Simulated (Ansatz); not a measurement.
Geometry optimisation, Ansatz, RKS B3LYP/6-31G*.

The input (input.yaml):

```yaml
crystal:
  periodic: [false, false, false]
  atoms:
    - { symbol: B, position_ang: [0.035773, 0.269342, 0.017581] }
    - { symbol: F, position_ang: [0.037798, 0.505952, 1.315076] }
    - { symbol: Cl, position_ang: [1.524868, 0.37952, -0.90984] }
    - { symbol: F, position_ang: [-1.101069, 0.005585, -0.589414] }
    - { symbol: H, position_ang: [0.271994, -2.011878, 0.723193] }
    - { symbol: H, position_ang: [0.258735, -1.613921, 1.307603] }
basis:
  gaussian: { orbitals: "6-31G*" }
hamiltonian:
  xc: b3lyp
relax:
  f_tol: 0.03
  max_steps: 50
```

Launched with:

```bash
$ ansatz run input.yaml --threads 1 --pin off --max-ram 2048MiB --backend cpu --events-out ev --progress --plain --runs-dir out
```

Problem. Where does it end, and by what steps?

Solution. The forces met the threshold. After 29 steps the energy has fallen by 0.192 eV; H5 moved furthest, 1.27 Å.

```csv
step,energy less start (eV),largest force component (eV/Å),accepted
0,0.0000,1.164,yes
2,-0.1062,0.993,no
4,-0.1601,0.330,yes
6,-0.1750,0.375,yes
8,-0.1777,0.267,yes
10,-0.1634,0.953,no
12,-0.1792,0.470,no
14,-0.1830,0.148,yes
16,-0.1847,0.073,yes
18,-0.1863,0.116,yes
20,-0.1878,0.171,yes
22,-0.1889,0.097,yes
24,-0.1899,0.137,yes
26,-0.1910,0.075,yes
28,-0.1915,0.131,yes
29,-0.1921,0.006,yes
```

```xyz
6
Properties=species:S:1:pos:R:3
B 0.010 0.656 -0.258
F 0.073 0.309 1.011
Cl 1.476 1.037 -1.144
F -1.162 0.714 -0.852
H 0.343 -2.961 1.560
H 0.288 -2.221 1.546
```

Run time: 53 s on 1 thread of AMD EPYC 7R43 64-Core Processor (Zen 3), with other jobs on the host, peak memory 0.15 GiB.
